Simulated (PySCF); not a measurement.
## Orbital picture of ErBr

MN15 at R = 2.615 Å; Er x2c-SVPall, Br x2c-SVPall; spin-free X2C with a Gaussian nucleus (PySCF 2.14). State: quartet, about 12.0 electrons in the 4f shell (Mulliken), real f orbitals that mix terms. Only the outer orbitals are listed, counted within each symmetry.

| spin | orbital | occ. | ε (eV) | on Er (%) | main shells (%) |
| --- | --- | --- | --- | --- | --- |
| α | 21σ | 1 | -4.73 | 96 | 81 Er s, 9 Er p |
| α | 22σ | 0 | 0.10 | 99 | 61 Er d, 38 Er p |
| α | 12π | 0 | 0.13 | 100 | 59 Er p, 41 Er d |
| α | 12π | 0 | 0.15 | 100 | 62 Er p, 38 Er d |
| β | 20σ | 1 | -6.69 | 99 | 98 Er f |
| β | 11π | 1 | -6.68 | 97 | 96 Er f |
| β | 1φ | 1 | -6.20 | 100 | 100 Er f |
| β | 4δ | 1 | -6.09 | 100 | 98 Er f |
| β | 21σ | 0 | -1.38 | 97 | 89 Er s |
| β | 22σ | 0 | 0.79 | 100 | 50 Er d, 49 Er p |
| β | 4δ | 0 | 1.08 | 100 | 100 Er d |

Task: Which are the highest filled and the lowest empty level, where do they sit, and how wide is the gap?

Result: Highest filled α 21σ at -4.73 eV (in %: 81 Er s, 9 Er p); lowest empty β 21σ at -1.38 eV (in %: 89 Er s); the gap at MN15 is 3.35 eV.

```
bond order (Mayer)                               : 1.13
⟨S²⟩                                             : 3.754
charge on Er (Mulliken, basis-dependent)         : 0.36
charge on Er (Löwdin, basis-dependent)           : 0.06
dipole moment (positive dipole means Er(−)Br(+)) : -5.08 D
```

Spin–orbit coupling is left out. With d or f electrons several states lie close, and the lowest PBE0 determinant need not be the measured ground state.
